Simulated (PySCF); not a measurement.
Radial density of Rh (rhodium, neutral)

UHF, [Kr] 4d7 5s2, high-spin 4F determinant (an excited configuration). Calculation: PySCF 2.14, in x2c-TZVPPall; the spin-free X2C one-electron Hamiltonian (Gaussian nucleus).

```
r (bohr)  4πr²ρ (e/bohr)  4πr²(ρα − ρβ)
  0.0349           51.64        -0.0014
  0.0586           52.91         0.0074
  0.0986           71.94         0.0961
   0.166           50.89         0.4015
   0.279           55.44         0.5005
   0.469           32.41        -0.0092
   0.790           14.77         1.4243
    1.33           10.37         2.2570
    2.23           2.380         0.6595
    3.76          0.5964         0.0161
    6.32         0.06143        -0.0156
    10.6       0.0002322        -0.0001
```

Densities and radii are taken from the X2C orbitals without a picture-change correction, which distorts them close to the nucleus.

Where is the radial spin density 4πr²(ρα − ρβ) most negative, and why is it negative at all?

Around r = 6.32 bohr, down to -0.0156 e/bohr: exchange with the open shell polarises the paired shells in an unrestricted calculation.
